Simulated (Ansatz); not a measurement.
A nudged elastic band was laid between two geometries of H2O + H4Sn (8 atoms, charge 0, multiplicity 1).

Computed with RKS BLYP/def2-SVP in Ansatz 0.2.0.

| Property | Result |
| --- | --- |
| movable images | 7 |
| climbing image | yes |
| spring | 20.0 eV/Å² |
| optimiser | quadratic models (default) |
| start path | through a guess of the saddle point |
| force threshold | 0.05 eV/Å |
| iteration limit | 60 |
| end points | relaxed |

First end point:

```xyz
8
Properties=species:S:1:pos:R:3
Sn 0.361 0.044 -0.150
H 0.378 -0.092 1.578
H 2.016 -0.021 -0.687
H -0.322 1.546 -0.653
H -0.472 -1.304 -0.846
O -2.691 0.030 1.031
H -2.803 -0.936 0.923
H -2.364 0.104 1.950
```

Last end point:

```xyz
8
Properties=species:S:1:pos:R:3
Sn -0.150 -0.062 -0.915
H -1.575 0.480 3.650
H 1.401 -0.616 -0.356
H -0.182 1.637 -1.213
H -0.677 -0.983 -2.294
O -1.526 -0.258 0.571
H -1.636 -1.200 0.816
H -1.553 0.371 2.888
```

**Question.** What changes between the two ends?

**Answer.** Bonds broken: Sn1–H2, O6–H8. Bonds formed: Sn1–O6, H2–H8. H2O + H4Sn becomes H2 + H4OSn.

**Question.** What energy profile does the band end with?

**Answer.** The forces met the threshold. The highest image is number 3 of 0 to 8, 1.42 eV above the first end and 1.31 eV above the last; the last end lies 0.11 eV above the first. Another band between the same ends (7 images) ends at a top of the same energy, where a vibrational analysis finds 1 clearly imaginary mode. The orbitals stay closed-shell, which can raise the energy where a bond breaks towards radicals; this wasn't checked here.

| image | path coordinate (Å) | energy (eV) | Sn1–H2 (Å) | O6–H8 (Å) | Sn1–O6 (Å) |
| --- | --- | --- | --- | --- | --- |
| 0 | 0.00 | 0.00 | 1.73 | 0.98 | 3.27 |
| 1 | 0.98 | 0.07 | 1.74 | 0.98 | 3.33 |
| 2 | 1.97 | 0.40 | 1.77 | 0.99 | 2.89 |
| 3 | 2.95 | 1.42 | 2.16 | 1.22 | 2.25 |
| 4 | 3.72 | 0.50 | 2.68 | 1.82 | 2.07 |
| 5 | 4.49 | 0.18 | 3.40 | 2.24 | 2.04 |
| 6 | 5.26 | 0.13 | 3.99 | 2.39 | 2.04 |
| 7 | 6.03 | 0.11 | 4.47 | 2.40 | 2.04 |
| 8 | 6.80 | 0.11 | 4.81 | 2.40 | 2.03 |

**Question.** What is the geometry of the highest image?

**Answer.** 
```xyz
8
Properties=species:S:1:pos:R:3:forces:R:3
Sn -0.211 0.051 -0.268 0.00 0.00 0.00
H -0.349 0.712 1.780 0.00 0.00 0.00
H 1.319 -0.639 0.171 0.01 0.00 0.00
H -0.200 1.687 -0.823 0.00 0.01 0.00
H -0.876 -0.967 -1.528 0.00 0.00 0.00
O -2.057 -0.362 0.952 0.00 0.00 0.01
H -2.261 -1.300 1.168 0.00 0.00 0.00
H -1.262 0.189 1.694 -0.01 -0.01 -0.01
```

The run took 4 min on 1 thread of Arm Neoverse V1, on a shared host, peak memory 0.12 GiB.
